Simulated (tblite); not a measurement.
Run record: tight-binding relaxation, `CC[C@H]1CCCCB1Br`.

Computed with GFN2-xTB geometry optimisation, gas phase (tblite 0.8.0). Start geometry: from a force field or distance geometry. The command runs a driver script over a list of jobs; the input below is this job's line of settings and its coordinates in Å.

Command:
```bash
OMP_NUM_THREADS=1 python probes_run.py task.json out
```

Input:
```
{"job": {"kind": "relax", "xc": "GFN2-xTB", "basis": "xTB"}, "charge": 0, "multiplicity": 1}
C      2.731100     0.227200     0.691300
C      1.584900    -0.731400     0.422500
C      0.659700    -0.168200    -0.589400
C     -0.520400    -1.044000    -0.935100
C     -1.568900    -1.082800     0.158500
C     -2.252200     0.228900     0.367700
C     -1.317800     1.399200     0.522400
B      0.079000     1.254500    -0.171900
Br     0.788800     2.834600    -1.177400
H      3.514000    -0.257900     1.306400
H      3.186700     0.537500    -0.274200
H      2.329800     1.127500     1.197200
H      1.063900    -1.027200     1.376800
H      2.047000    -1.653800    -0.016900
H      1.239100    -0.025200    -1.524300
H     -0.989700    -0.696600    -1.876900
H     -0.159200    -2.076400    -1.144100
H     -1.197400    -1.579800     1.072500
H     -2.358600    -1.781700    -0.241800
H     -2.888600     0.412400    -0.524200
H     -2.907000     0.164900     1.250000
H     -1.841000     2.268000     0.049900
H     -1.227900     1.697100     1.617100
```

Question: Estimate the output.

Answer: 
```
step      E/eV     max force
  0    -747.40776    2.330
  1    -747.68754    1.146
  2    -747.75584    0.711
  3    -747.80434    0.433
  4    -747.82432    0.470
  5    -747.84903    0.347
  6    -747.86490    0.342
  7    -747.88415    0.355
  8    -747.90036    0.387
  9    -747.91633    0.364
... (71 lines left out)
 81    -748.04598    0.014
 82    -748.04601    0.013
 83    -748.04606    0.015
 84    -748.04611    0.016
 85    -748.04616    0.016
 86    -748.04621    0.017
 87    -748.04626    0.015
 88    -748.04630    0.013
 89    -748.04633    0.010
 90    -748.04635    0.009
```

«max force» is the largest atomic force in eV/Å.

Question: From which step on does the largest force stay under 0.1 eV/Å, and how much energy is left to gain from there?

Answer: From step 25 (0.089 eV/Å), 25.4 meV above the end.

In short: energy lowered by 14.7 kcal/mol over 90 steps; largest atomic force 0.009 eV/Å at the end.

Question: Estimate the wall time. Hardware: one thread of an Arm Neoverse N1, shared host with 64 logical CPUs at a one-minute load of 61.

Answer: About 1.4 s.
Labels such as C1 count atoms from 1, the log's own numbers from 0.
